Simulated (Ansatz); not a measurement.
Reaction (formal loss of a carbene): `CCC(CC)(CC)CC` → `CCC(C)(CC)CC` + `[CH2]` (triplet)

Program: Ansatz. Geometries: PBE0-D4/def2-TZVP. ΔE: electronic, gas phase. CBS: MP2 limit from def2 TZ/QZ plus the TZ coupled-cluster correction, frozen cores. This one scheme is used for every species. DFT in def2-TZVPP. Triplets are unrestricted, without spin–orbit coupling. One conformer a species, not always the lowest.

`CCC(CC)(CC)CC`:

Z-matrix (Å, degrees):
```
C
C 1 1.519
H 1 1.093 2 110.4
H 1 1.093 2 112.1 3 119.5
H 1 1.093 2 112.1 3 -119.5
C 2 1.538 1 116.6 3 180.0
H 2 1.095 1 109.1 3 57.1
H 2 1.095 1 109.1 3 -57.1
C 6 1.538 2 111.0 1 -59.2
C 6 1.538 2 106.5 1 179.9
C 6 1.538 2 111.0 1 59.1
C 9 1.519 6 116.6 2 -59.2
H 9 1.095 6 108.2 2 64.2
H 9 1.095 6 108.2 2 177.5
C 10 1.519 6 116.6 2 179.9
H 10 1.095 6 108.2 2 -56.8
H 10 1.095 6 108.2 2 56.6
C 11 1.519 6 116.6 2 59.0
H 11 1.095 6 108.2 2 -177.6
H 11 1.095 6 108.2 2 -64.3
H 12 1.093 9 112.1 6 -60.5
H 12 1.093 9 110.4 6 180.0
H 12 1.093 9 112.0 6 60.5
H 15 1.093 10 112.1 6 60.5
H 15 1.093 10 112.1 6 -60.6
H 15 1.092 10 110.4 6 180.0
H 18 1.093 11 112.1 6 60.5
H 18 1.093 11 112.1 6 -60.6
H 18 1.093 11 110.4 6 180.0
```

`CCC(C)(CC)CC`:

```xyz
26

C     1.863    1.647    0.811
C     1.098    1.068   -0.368
C    -0.197    0.305   -0.041
C    -1.220    1.266    0.560
C    -0.729   -0.248   -1.374
C    -1.970   -1.123   -1.301
C     0.055   -0.820    0.973
C     1.054   -1.885    0.551
H     2.225    0.867    1.485
H     2.736    2.203    0.462
H     1.254    2.337    1.399
H     0.838    1.878   -1.060
H     1.763    0.404   -0.931
H    -0.862    1.692    1.499
H    -1.433    2.091   -0.126
H    -2.162    0.758    0.778
H     0.073   -0.811   -1.865
H    -0.930    0.607   -2.030
H    -1.790   -2.040   -0.735
H    -2.811   -0.606   -0.836
H    -2.286   -1.419   -2.304
H    -0.903   -1.296    1.205
H     0.386   -0.368    1.914
H     0.737   -2.403   -0.358
H     2.044   -1.463    0.361
H     1.166   -2.639    1.333
```

`[CH2]` (triplet):

```xyz
3

C     0.000    0.091    0.261
H     0.700   -0.715    0.103
H    -0.700    0.624   -0.364
```

```csv
level,ΔE (kJ/mol)
PBE-QIDH,426.7
PBE0,419.3
```

What does CCSD(T)/CBS give? (Estimate.)

The calculation gave: +432.3 kJ/mol. The listed levels differ from it by -5.6, -13.0 kJ/mol.

Largest T1 diagnostic among the species: 0.011.

In def2-TZVPP, CCSD(T) changes the Hartree–Fock value by +145.6 kJ/mol (the triples alone add +12.3 kJ/mol) and MP2 by +159.3 kJ/mol. Leaving LDA and LC-ωPBE aside and taking each functional with its dispersion term where it has one, the values, not all of them listed here, spread over 37.9 kJ/mol, from r2SCAN0-D4 to ωB97X-V. LDA lies +80.1 kJ/mol from PBE without D4. From PBE to PBE0 (25 % exact exchange), in def2-TZVPP and without D4, ΔE moves by −6.6 kJ/mol.

CCSD(T)/CBS has its own doubt, a few kJ/mol and more with outer-core shells, so smaller differences from it don't rank the levels.
